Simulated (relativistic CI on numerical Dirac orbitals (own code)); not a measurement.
**Mn³⁺ in a cubic cluster: 1s photoemission with charge transfer**

Computed with a charge-transfer multiplet model of a cubic metal-ligand cluster with up to 2 ligand holes, Slater and spin-orbit integrals from Dirac-Coulomb-Breit ions, Slater integrals scaled by 0.8. The ground state mixes d4 with configurations of k ligand holes L, whose averages lie at kΔ + k(k − 1)U_dd/2; a core hole lowers each added d electron by U_cd. 300 K, Lorentzian 1.1 eV and Gaussian 0.6 eV FWHM.

Atomic integrals in eV (Slater integrals scaled, ζ unscaled), ground: F2dd 9.084, F4dd 5.682, zeta_d 0.043; with the core hole: F2dd 10.434, F4dd 6.559, zeta_d 0.065, G2cd 0.055.

Cluster parameters (eV): U_dd = 5.9, U_cd = 7.5, 10Dq = 0.55, 10Dq(ligand) = 1.5, V(eg) = 1.6, V(t2g) = -0.74, final-state hopping factor = 1.

```
       Case   n_d    d4   d5L  d6L2     S
Δ = -1.4 eV  4.99  0.12  0.77  0.11  2.00
 Δ = 0.6 eV  4.83  0.24  0.70  0.06  2.00
 Δ = 2.6 eV  4.58  0.45  0.52  0.03  2.00
```

Weights, n_d and S are thermal averages at 300 K. Binding energies count from the first peak over 30 % of the highest in each spectrum, which can be another peak from case to case. The parameters are a model scan and need not match a compound or its usual spin state. Peaks in eV (height, largest 100):
- Δ = -1.4 eV: 0.0 (100), 5.7 (25)
- Δ = 0.6 eV: 0.0 (100), 6.0 (16), 9.3 (6)
- Δ = 2.6 eV: 0.0 (100), 3.9 (7), 6.8 (18), 9.3 (15), 12.3 (8)

Curve for Δ = 0.6 eV (points under 2 left out, the grid thinned):

```json
{"E (eV)": "-3.9", "Intensity": "2.4"}
{"E (eV)": "-3.5", "Intensity": "2.9"}
{"E (eV)": "-3.0", "Intensity": "4.0"}
{"E (eV)": "-2.6", "Intensity": "5.2"}
{"E (eV)": "-2.1", "Intensity": "7.9"}
{"E (eV)": "-1.7", "Intensity": "11.7"}
{"E (eV)": "-1.3", "Intensity": "19.2"}
{"E (eV)": "-0.8", "Intensity": "41.4"}
{"E (eV)": "-0.4", "Intensity": "76.2"}
{"E (eV)": "0.0", "Intensity": "100.0"}
{"E (eV)": "0.5", "Intensity": "67.8"}
{"E (eV)": "0.9", "Intensity": "36.0"}
{"E (eV)": "1.4", "Intensity": "17.3"}
{"E (eV)": "1.8", "Intensity": "11.0"}
{"E (eV)": "2.2", "Intensity": "7.8"}
{"E (eV)": "2.7", "Intensity": "5.7"}
{"E (eV)": "3.1", "Intensity": "5.0"}
{"E (eV)": "3.6", "Intensity": "4.6"}
{"E (eV)": "4.0", "Intensity": "4.4"}
{"E (eV)": "4.4", "Intensity": "4.6"}
{"E (eV)": "4.9", "Intensity": "6.4"}
{"E (eV)": "5.3", "Intensity": "9.9"}
{"E (eV)": "5.7", "Intensity": "14.3"}
{"E (eV)": "6.2", "Intensity": "15.4"}
{"E (eV)": "6.6", "Intensity": "11.5"}
{"E (eV)": "7.1", "Intensity": "6.6"}
{"E (eV)": "7.5", "Intensity": "4.7"}
{"E (eV)": "7.9", "Intensity": "4.2"}
{"E (eV)": "8.4", "Intensity": "4.7"}
{"E (eV)": "8.8", "Intensity": "5.5"}
{"E (eV)": "9.3", "Intensity": "6.2"}
{"E (eV)": "9.7", "Intensity": "5.6"}
{"E (eV)": "10.1", "Intensity": "4.5"}
{"E (eV)": "10.6", "Intensity": "3.6"}
{"E (eV)": "11.0", "Intensity": "2.8"}
{"E (eV)": "11.5", "Intensity": "2.2"}
{"E (eV)": "11.9", "Intensity": "2.3"}
{"E (eV)": "12.3", "Intensity": "2.7"}
{"E (eV)": "12.8", "Intensity": "3.0"}
{"E (eV)": "13.2", "Intensity": "3.0"}
{"E (eV)": "13.6", "Intensity": "3.5"}
{"E (eV)": "14.1", "Intensity": "4.5"}
{"E (eV)": "14.5", "Intensity": "4.9"}
{"E (eV)": "15.0", "Intensity": "3.7"}
{"E (eV)": "15.4", "Intensity": "2.2"}
```

For the case Δ = 0.6 eV, Δ = 0.6 eV is smaller than U_dd = 5.9 eV, the charge-transfer side of the Zaanen-Sawatzky-Allen scheme. With the core hole the configuration with one ligand hole lies at Δ − U_cd = -8.9, -6.9, -4.9 eV from the one without, in the order of the table; where this is negative the screened configuration lies lower.

With at most 2 ligand holes the space is cut while the next configuration still counts, so covalency is underestimated, and a final configuration with one more ligand hole, which can lie low, is missing from the spectra.
